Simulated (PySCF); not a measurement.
Ag(PF3)H (singlet state).
SMILES: `[H][Ag]<-[P](F)(F)F`

A linear-response calculation (PySCF, def2-SVPD basis, gas phase, vertical, core orbitals frozen in the response) gave these numbers; the functional is withheld.

Orbital energies (eV): HOMO-3 -11.56, HOMO-2 -11.56, HOMO-1 -11.16, HOMO -8.24, LUMO -0.91, LUMO+1 -0.90, LUMO+2 0.94.

| state | E (eV) | f | main configurations (H = HOMO, L = LUMO) |
| --- | --- | --- | --- |
| S1 | 4.35 | 0.067 | H→L (98%) |
| S2 | 4.36 | 0.068 | H→L+1 (98%) |
| S3 | 6.33 | 0.108 | H→L+2 (86%) |
| S4 | 6.56 | 0.0000 | H-3/H-2→L (≥47%), H-3/H-2→L+1 (≥37%) |
| S5 | 6.56 | 0.0000 | H-3/H-2→L (≥47%), H-3/H-2→L+1 (≥37%) |
| S6 | 6.67 | 0.0001 | H-1→L (74%), H→L+4 (16%) |
| S7 | 6.68 | 0.0003 | H-1→L+1 (24%), H-3/H-2→L+1 (≥21%), H-3/H-2→L (≥17%) |
| S8 | 6.68 | 0.0005 | H-3/H-2→L+1 (≥41%), H-3/H-2→L (≥33%) |
| S9 | 6.68 | 0.0005 | H-1→L+1 (55%), H-3/H-2→L+1 (≥22%), H-3/H-2→L (≥17%) |

Triplets, Tamm–Dancoff:

```
state  E (eV)  λ (nm)  main configurations (H = HOMO, L = LUMO)
   T1    3.89   318.6                                 H→L (94%)
   T2    3.91   317.5                               H→L+1 (94%)
   T3    5.10   243.0                               H→L+2 (92%)
   T4    5.84   212.4                               H-1→L (90%)
```

Vertical ionisation energy by ΔSCF with the same functional: 9.23 eV. Mean static polarisability: 59.0 au.

Orbitals of the list HOMO-3 to LUMO+2 that lie within 0.01 eV of each other are written together with a slash and their weights summed (≥ marks a lower bound); for degenerate orbitals outside that list single weights are arbitrary.

Task: Which of these was used?
A. PBE
B. CAM-B3LYP
C. B3LYP
D. HF

Result: B. CAM-B3LYP is range-separated, 19% exact exchange at short range and 65% at long range (ω = 0.33 bohr⁻¹). In this run −ε(HOMO) = 8.24 eV differs from the ΔSCF value by -0.98 eV, and S1 differs from the orbital gap of 7.33 eV by -2.98 eV. The ratio −ε(HOMO)/IP is 0.89. Small neutral molecules mostly give 0.85 to 0.93 with CAM-B3LYP, 0.5 to 0.7 with PBE, 0.67 to 0.83 with B3LYP; with Hartree–Fock the ratio is 1 or more (Koopmans' value less the relaxation energy is the ΔSCF value). The other options: PBE, a GGA without exact exchange; HF, time-dependent Hartree–Fock, 100% exact exchange; B3LYP, a global hybrid with 20% exact exchange.

Method: PySCF 2.14.0, density-fitted response routines, TDDFT CAM-B3LYP/def2-SVPD, vertical, gas phase, core orbitals frozen in the response, def2 core potentials past Kr. Isolated species at its PBE0-D3(BJ)/def2-SVP geometry, gas phase. Spin–orbit coupling is left out.

Hardware: one thread of an Arm Neoverse V1, on a shared host. Cost: 40 s.
